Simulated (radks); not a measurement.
Task: V XIII, 11 electrons, occupied as [Ne] 3s1 (the NIST ground configuration). All-electron calculation, Dirac Kohn-Sham, PBEsol, spin-unpolarised, spherical densities, finite nucleus; Fermi nuclear charge, rms radius 3.6002 fm. Program: a radial shooting solver on a logarithmic mesh with Libxc functionals. Some entries of the table are withheld. Estimate them.

| orbital | occ. | eigenvalue (eV) | <r> (bohr) |
|---|---|---|---|
| 1s1/2 | 2 | (1) | 0.06645 |
| 2s1/2 | 2 | -915.7834 | 0.3043 |
| 2p1/2 | 2 | (2) | (3) |
| 2p3/2 | 4 | (4) | (5) |
| 3s1/2 | 1 | -322.5278 | 0.7964 |

Result: 
(1) 1s1/2 eigenvalue (eV): -5691.981
(2) 2p1/2 eigenvalue (eV): -824.4928
(3) 2p1/2 <r> (bohr): 0.2676
(4) 2p3/2 eigenvalue (eV): -817.1695
(5) 2p3/2 <r> (bohr): 0.2702
